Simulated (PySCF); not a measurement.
Compound: C8H9OP.
Bonds: C1–C2 (triple), C2–C3, C3–P4 (aromatic), P4–C5 (aromatic), C5–C6, C5–O7 (aromatic), O7–C8 (aromatic), C8–C9, C9–C10, C3–C8 (aromatic). Hydrogens: H11 on C1; H12, H13, H14 on C6; H15, H16 on C9; H17, H18, H19 on C10.

Probes without a nucleus sit at each ring's centroid and 1 Å off its mean plane on both sides; NICS is minus the shielding there, NICSzz its component along the normal. Level: GIAO PBE0/pcSseg-1 (PySCF, non-relativistic, gas phase) on the GFN2-xTB geometry, one conformer.

Ring bond lengths (Å), with Mayer bond orders in brackets: C3–P4 1.787 (1.08), P4–C5 1.716 (1.52), C5–O7 1.346 (1.04), O7–C8 1.340 (1.05), C8–C3 1.369 (1.49).

**Question.** Give the NICS values of each ring in ppm.

**Answer.** 
```csv
ring,type,NICS(0),"NICS(1), two faces","NICS(1)zz, two faces",rms pucker (Å),"centre to ring atoms, mean (Å)"
C3–P4–C5–O7–C8,5-membered ring with O and P; formal bonds all aromatic,-10.5,-9.9 / -9.9,-20.5 / -21.0,0.00,1.28
```

**Question.** What can be read from them?

**Answer.** 
- C3–P4–C5–O7–C8: mean NICS(1)zz -20.8 ppm, shielded.

**Question.** And the bond-length index? HOMA = 1 − mean of α(R − Ropt)² over the ring bonds, with Krygowski's 1993 parameters (CC: Ropt 1.388 Å, α 257.7 Å⁻²; CO: Ropt 1.265 Å, α 157.38 Å⁻²; CP: Ropt 1.698 Å, α 118.91 Å⁻²).

**Answer.** 
- C3–P4–C5–O7–C8: HOMA 0.40; the largest term is that of C5–O7, α(R − Ropt)² = 1.03.

**Question.** At the first NICS(1) probe listed for ring C3–P4–C5–O7–C8, 1 Å off the ring, how large is the induced field along the normal in 14.1 T applied along it?

**Answer.** NICSzz × B0 = -20.5 ppm × 14.1 T = -289 μT, against the applied field.

**Question.** List the ring angles and the Hirshfeld charges of the ring atoms.

**Answer.** 
- C3–P4–C5–O7–C8: C3 110.7° (-0.092 e), P4 87.2° (+0.040 e), C5 115.4° (+0.017 e), O7 112.2° (-0.044 e), C8 114.4° (+0.085 e); sum 540.0° against 540° for a flat convex ring.

Shape of the structure used: `[CH:1]#[C:2][c:3]1[p:4][c:5]([CH3:6])[o:7][c:8]1[CH2:9][CH3:10]`: O7–C8–C9–C10 99°.
